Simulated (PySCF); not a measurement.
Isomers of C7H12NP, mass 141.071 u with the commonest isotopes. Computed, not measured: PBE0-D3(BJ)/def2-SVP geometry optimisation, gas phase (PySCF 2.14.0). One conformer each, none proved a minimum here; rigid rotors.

Question: Order these by dipole moment, smallest first.
A. `[CH3:1][c:2]1[cH:3][c:4]([CH3:5])[p:6]([NH2:7])[c:8]1[CH3:9]` with C4–P6–N7–H 109° and -34°
B. `[CH3:1][CH2:2][c:3]1[cH:4][n:5]([CH2:6][CH3:7])[cH:8][p:9]1` with C1–C2–C3–C4 -108°, C4–N5–C6–C7 86°
C. `[CH3:1][c:2]1[cH:3][n:4]([CH:5]([CH3:6])[CH3:7])[cH:8][p:9]1` with C3–N4–C5–C6 -64°

Answer: A (1.44 D), B (3.78 D), C (3.93 D).

Question: Order these by radius of gyration √(Σ m r²/M), smallest first.
A. `[CH3:1][CH2:2][c:3]1[cH:4][n:5]([CH2:6][CH3:7])[cH:8][p:9]1` with C1–C2–C3–C4 -108°, C4–N5–C6–C7 86°
B. `[CH3:1][c:2]1[cH:3][c:4]([CH3:5])[p:6]([NH2:7])[c:8]1[CH3:9]` with C4–P6–N7–H 109° and -34°
C. `[CH3:1][c:2]1[cH:3][n:4]([CH:5]([CH3:6])[CH3:7])[cH:8][p:9]1` with C3–N4–C5–C6 -64°

Answer: B (2.131 Å), C (2.248 Å), A (2.310 Å).

Question: Order these by rotational constant C, smallest first.
A. `[CH3:1][c:2]1[cH:3][n:4]([CH:5]([CH3:6])[CH3:7])[cH:8][p:9]1` with C3–N4–C5–C6 -64°
B. `[CH3:1][CH2:2][c:3]1[cH:4][n:5]([CH2:6][CH3:7])[cH:8][p:9]1` with C1–C2–C3–C4 -108°, C4–N5–C6–C7 86°
C. `[CH3:1][c:2]1[cH:3][c:4]([CH3:5])[p:6]([NH2:7])[c:8]1[CH3:9]` with C4–P6–N7–H 109° and -34°

Answer: B (713.9 MHz), A (770.2 MHz), C (819.8 MHz).

```
         SMILES  point group  Ia (u·Å²)  Ib (u·Å²)  Ic (u·Å²)      κ  μa (D)  μb (D)  μc (D)
Cc1cn(C(C)C)cp1           Cs     201.06     568.10     656.15  -0.86    3.73    1.24    0.00
Cc1cc(C)p(N)c1C           C1     274.47     390.61     616.47  -0.07    0.67    0.15    1.27
  CCc1cn(CC)cp1           C1     207.30     590.60     707.95  -0.84    3.09    2.13    0.48
```
